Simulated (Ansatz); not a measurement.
Basis-set extrapolation for C3H8AlF (PBE0-D4/def2-TZVP geometry, frozen core, Ansatz). Multiplicity 1, RHF reference.

```
                      def2-TZVPP   def2-QZVPP
                 HF  -459.702080  -459.719725
    MP2 correlation    -0.858236    -0.921883
CCSD(T) correlation    -0.939571      not run
```

Energies in hartree. Use E(X) = E(∞) + A·exp(−7.88·√X) for Hartree–Fock and E(X) = E(∞) + B·X^(−2.97) for correlation, with X = 3 and 4, and add CCSD(T) minus MP2 of the smaller set to the MP2 limit.

**Question.** What is the CCSD(T) energy at the basis-set limit?

**Answer.** HF limit: -459.719725 + (-0.017645) × 0.13774 = -459.72216. MP2 limit: -0.921883 + (-0.063647) × 0.74074 = -0.96903. Higher-order term: -0.939571 − (-0.858236) = -0.08134. Total: -460.77253 hartree, 3.56 eV below CCSD(T)/def2-TZVPP.
